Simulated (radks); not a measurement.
Values are calculated unless marked as measured or tabulated.
Valence configurations of Mo+ (all share [Kr]). Level of theory: scalar-relativistic Kohn-Sham, PBEsol, spin-polarised, spherical densities, finite nucleus; open shells are filled with parallel spins first (spin-orbit coupling, left out, can overturn this in heavy ions); Fermi nuclear charge, rms radius 4.4091 fm (a radial shooting solver on a logarithmic mesh with Libxc functionals). Energies are relative to 4d5; eigenvalues in eV for spin up.

[
 {"valence": "4d5", "E (eV)": "0.000", "moment (Bohr magnetons)": "5", "e(4d)": "-11.422", "e(5p)": "-", "e(5s)": "-"},
 {"valence": "4d4.5 5s0.5", "E (eV)": "0.630", "moment (Bohr magnetons)": "5", "e(4d)": "-12.599", "e(5p)": "-", "e(5s)": "-11.083"},
 {"valence": "4d4 5s1", "E (eV)": "1.524", "moment (Bohr magnetons)": "5", "e(4d)": "-13.816", "e(5p)": "-", "e(5s)": "-11.752"},
 {"valence": "4d4.5 5p0.5", "E (eV)": "2.838", "moment (Bohr magnetons)": "5", "e(4d)": "-13.141", "e(5p)": "-7.017", "e(5s)": "-"},
 {"valence": "4d3.5 5s1.5", "E (eV)": "3.797", "moment (Bohr magnetons)": "4", "e(4d)": "-15.047", "e(5p)": "-", "e(5s)": "-12.231"},
 {"valence": "4d3.5 5s1 5p0.5", "E (eV)": "5.091", "moment (Bohr magnetons)": "5", "e(4d)": "-15.598", "e(5p)": "-7.974", "e(5s)": "-12.764"},
 {"valence": "4d3 5s2", "E (eV)": "6.076", "moment (Bohr magnetons)": "3", "e(4d)": "-16.277", "e(5p)": "-", "e(5s)": "-12.636"},
 {"valence": "4d4 5p1", "E (eV)": "6.131", "moment (Bohr magnetons)": "5", "e(4d)": "-14.874", "e(5p)": "-7.824", "e(5s)": "-"}
]

NIST lists [Kr] 4d5 as the ground configuration; this level of theory agrees among the configurations tried. The energies are those of spherical high-spin densities, not of single terms.
